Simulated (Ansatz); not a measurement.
Steps of a relaxation of `[CH2]1[SiH2][SiH2][Se][CH2][Zn]1` with RKS PBE0-D4/def2-TZVP.

```sh
$ ansatz run in.yaml --threads 2 --pin off --events-out ev --progress --plain --max-ram 22528MiB --backend cuda --devices 0, --max-vram 18GiB
```

```yaml
crystal:
  periodic: [false, false, false]
  atoms:
    - {symbol: C, position_ang: [-1.118550, 1.058190, 1.291470]}
    - {symbol: Si, position_ang: [0.468020, 0.094880, 1.647410]}
    - {symbol: Si, position_ang: [0.885350, -1.482950, -0.024730]}
    - {symbol: Se, position_ang: [-0.571730, -1.412740, -1.803390]}
    - {symbol: C, position_ang: [-0.308550, 0.466310, -2.337020]}
    - {symbol: Zn, position_ang: [-1.017030, 1.490010, -0.707380]}
    - {symbol: H, position_ang: [-1.232650, 1.907430, 1.960140]}
    - {symbol: H, position_ang: [-1.993670, 0.421080, 1.422040]}
    - {symbol: H, position_ang: [1.585320, 1.055720, 1.684340]}
    - {symbol: H, position_ang: [0.436560, -0.544420, 2.970890]}
    - {symbol: H, position_ang: [2.207420, -1.337100, -0.650250]}
    - {symbol: H, position_ang: [0.749840, -2.887850, 0.353170]}
    - {symbol: H, position_ang: [0.757020, 0.593930, -2.531060]}
    - {symbol: H, position_ang: [-0.847340, 0.577520, -3.275630]}
basis:
  gaussian: {orbitals: def2-TZVP}
hamiltonian: {xc: pbe0, dispersion: d4}
relax: {f_tol: 0.005, max_steps: 150}
```

Positions (Å) and forces (eV/Å) along the path, 9 of 22 steps:

```xyz
14
step=1 energy=-131707.2585 eV
C    -1.119    1.058    1.291    0.183    0.159   -0.773
Si    0.468    0.095    1.647   -0.750    0.612   -0.158
Si    0.885   -1.483   -0.025   -0.298    0.017   -0.701
Se   -0.572   -1.413   -1.803   -0.175    0.180    0.279
C    -0.309    0.466   -2.337   -0.213    0.541    0.375
Zn   -1.017    1.490   -0.707    0.544   -1.319    0.289
H    -1.233    1.907    1.960    0.109    0.154    0.080
H    -1.994    0.421    1.422   -0.093   -0.125   -0.075
H     1.585    1.056    1.684    0.326    0.138   -0.063
H     0.437   -0.544    2.971    0.029   -0.297    0.343
H     2.207   -1.337   -0.650    0.461    0.145    0.058
H     0.750   -2.888    0.353   -0.030   -0.435    0.357
H     0.757    0.594   -2.531   -0.049    0.182    0.004
H    -0.847    0.578   -3.276   -0.045    0.047   -0.015
14
step=6 energy=-131707.5968 eV
C    -1.121    1.067    1.271   -0.025    0.038    0.026
Si    0.416    0.088    1.674    0.034   -0.021    0.000
Si    0.913   -1.490   -0.040   -0.051    0.021   -0.045
Se   -0.492   -1.398   -1.865    0.059    0.009    0.017
C    -0.331    0.526   -2.382   -0.008   -0.034    0.009
Zn   -0.922    1.178   -0.658   -0.006    0.014   -0.019
H    -1.137    2.015    1.811   -0.020   -0.010   -0.009
H    -2.030    0.504    1.497    0.015    0.010   -0.003
H     1.580    1.021    1.726    0.011   -0.018    0.009
H     0.388   -0.654    2.971   -0.001   -0.001   -0.009
H     2.322   -1.332   -0.499    0.016   -0.002    0.019
H     0.735   -2.892    0.427   -0.004   -0.006    0.000
H     0.688    0.728   -2.704   -0.003   -0.001   -0.003
H    -1.007    0.638   -3.228   -0.017    0.001    0.008
14
step=11 energy=-131707.6007 eV
C    -1.107    1.083    1.267   -0.001   -0.002    0.002
Si    0.417    0.082    1.679   -0.006    0.002    0.000
Si    0.929   -1.489   -0.035    0.008   -0.008    0.004
Se   -0.408   -1.404   -1.903    0.003    0.015    0.003
C    -0.357    0.527   -2.398   -0.001   -0.005   -0.008
Zn   -0.920    1.177   -0.664    0.001   -0.001    0.000
H    -1.122    2.034    1.801    0.001   -0.001   -0.001
H    -2.020    0.527    1.498    0.002    0.003   -0.002
H     1.598    0.991    1.763   -0.001   -0.001   -0.002
H     0.355   -0.676    2.965   -0.002   -0.002   -0.001
H     2.364   -1.357   -0.420   -0.005    0.000   -0.005
H     0.711   -2.889    0.422    0.004    0.000    0.004
H     0.636    0.782   -2.764   -0.008   -0.004    0.002
H    -1.077    0.613   -3.211    0.004    0.003    0.002
14
step=12 energy=-131707.6008 eV
C    -1.106    1.085    1.266    0.001    0.003    0.000
Si    0.415    0.081    1.681    0.001   -0.002    0.002
Si    0.931   -1.488   -0.035    0.001    0.001    0.004
Se   -0.413   -1.404   -1.899   -0.001   -0.003   -0.002
C    -0.357    0.525   -2.398    0.002   -0.001    0.006
Zn   -0.917    1.178   -0.665   -0.002    0.004   -0.001
H    -1.119    2.036    1.800    0.002   -0.002   -0.001
H    -2.020    0.531    1.495   -0.002   -0.001    0.002
H     1.598    0.986    1.770    0.000    0.001    0.001
H     0.348   -0.680    2.965   -0.001   -0.001   -0.001
H     2.363   -1.351   -0.427   -0.001    0.002   -0.001
H     0.720   -2.889    0.423    0.001   -0.001    0.000
H     0.635    0.777   -2.765    0.000   -0.001   -0.004
H    -1.078    0.612   -3.210    0.000    0.001   -0.003
14
step=13 energy=-131707.6009 eV
C    -1.104    1.088    1.265   -0.001    0.004   -0.001
Si    0.413    0.079    1.682    0.005   -0.006    0.003
Si    0.933   -1.487   -0.035   -0.002    0.006   -0.002
Se   -0.417   -1.405   -1.896   -0.002   -0.010   -0.001
C    -0.358    0.523   -2.398    0.002    0.000    0.011
Zn   -0.915    1.179   -0.665   -0.003    0.005   -0.001
H    -1.115    2.038    1.799    0.002   -0.001    0.000
H    -2.020    0.537    1.494   -0.003   -0.002    0.003
H     1.597    0.982    1.778    0.000    0.000    0.002
H     0.339   -0.685    2.964   -0.001    0.001   -0.001
H     2.362   -1.342   -0.433    0.001    0.001    0.001
H     0.730   -2.889    0.422    0.000    0.000   -0.001
H     0.634    0.772   -2.767    0.005    0.002   -0.006
H    -1.080    0.611   -3.210   -0.003    0.001   -0.006
14
step=14 energy=-131707.6010 eV
C    -1.100    1.093    1.264   -0.006    0.006   -0.003
Si    0.409    0.075    1.686    0.010   -0.007    0.004
Si    0.935   -1.484   -0.037   -0.005    0.006   -0.002
Se   -0.424   -1.407   -1.891    0.000   -0.016    0.003
C    -0.360    0.519   -2.399   -0.002    0.001    0.013
Zn   -0.910    1.181   -0.666   -0.002    0.005    0.001
H    -1.105    2.044    1.797    0.001    0.001    0.001
H    -2.020    0.548    1.492   -0.003   -0.002    0.005
H     1.597    0.972    1.795   -0.001   -0.002    0.003
H     0.321   -0.696    2.963    0.000    0.003   -0.003
H     2.361   -1.324   -0.443    0.001    0.000    0.002
H     0.748   -2.888    0.420   -0.001    0.002   -0.005
H     0.632    0.763   -2.772    0.011    0.004   -0.008
H    -1.084    0.607   -3.208   -0.005    0.000   -0.010
14
step=16 energy=-131707.6011 eV
C    -1.092    1.104    1.261   -0.011    0.002   -0.002
Si    0.402    0.066    1.693    0.014   -0.004    0.011
Si    0.942   -1.477   -0.040    0.003   -0.004   -0.001
Se   -0.431   -1.415   -1.885    0.004   -0.009    0.006
C    -0.366    0.509   -2.402   -0.006    0.003    0.003
Zn   -0.902    1.184   -0.669    0.000    0.000    0.002
H    -1.084    2.058    1.791    0.000   -0.001    0.000
H    -2.020    0.573    1.491    0.006    0.003    0.003
H     1.597    0.950    1.834   -0.009   -0.008    0.000
H     0.283   -0.720    2.958    0.001    0.008   -0.012
H     2.362   -1.290   -0.456   -0.008   -0.002    0.001
H     0.782   -2.887    0.413    0.000    0.011   -0.006
H     0.624    0.748   -2.785    0.006    0.003   -0.002
H    -1.097    0.596   -3.205    0.000   -0.001   -0.005
14
step=18 energy=-131707.6011 eV
C    -1.090    1.109    1.261   -0.003   -0.003   -0.002
Si    0.400    0.064    1.694    0.000    0.000    0.011
Si    0.944   -1.475   -0.041    0.011   -0.001   -0.001
Se   -0.430   -1.419   -1.884   -0.001    0.006   -0.002
C    -0.368    0.505   -2.403   -0.002    0.002   -0.007
Zn   -0.904    1.183   -0.670    0.002   -0.002    0.001
H    -1.076    2.064    1.788    0.001   -0.002   -0.002
H    -2.020    0.583    1.496    0.006    0.003   -0.001
H     1.597    0.941    1.849   -0.006   -0.005   -0.004
H     0.270   -0.728    2.954   -0.001    0.004   -0.004
H     2.363   -1.280   -0.460   -0.006   -0.002    0.000
H     0.793   -2.885    0.409    0.000    0.005    0.001
H     0.621    0.746   -2.787   -0.006   -0.003    0.006
H    -1.100    0.591   -3.206    0.005   -0.001    0.005
14
step=22 energy=-131707.6011 eV
C    -1.087    1.112    1.260    0.001   -0.001    0.001
Si    0.397    0.061    1.696   -0.002    0.000   -0.002
Si    0.947   -1.472   -0.043   -0.001    0.001    0.001
Se   -0.434   -1.421   -1.881    0.000   -0.001    0.000
C    -0.370    0.503   -2.403    0.000    0.000    0.000
Zn   -0.903    1.183   -0.671    0.000    0.000    0.000
H    -1.068    2.068    1.785    0.000    0.000    0.000
H    -2.019    0.592    1.497   -0.001    0.000    0.000
H     1.596    0.934    1.860    0.001    0.001    0.000
H     0.257   -0.735    2.952    0.000    0.000    0.001
H     2.362   -1.269   -0.467    0.001    0.000   -0.001
H     0.805   -2.884    0.407    0.000   -0.001    0.000
H     0.619    0.740   -2.787    0.001    0.000    0.000
H    -1.101    0.588   -3.206   -0.001    0.000    0.000
```

Hardware: 2 threads of an AMD EPYC 7R13 on a shared host and a share of an NVIDIA H100 80 GB. Wall time 110 s, peak host memory 1.1 GiB.
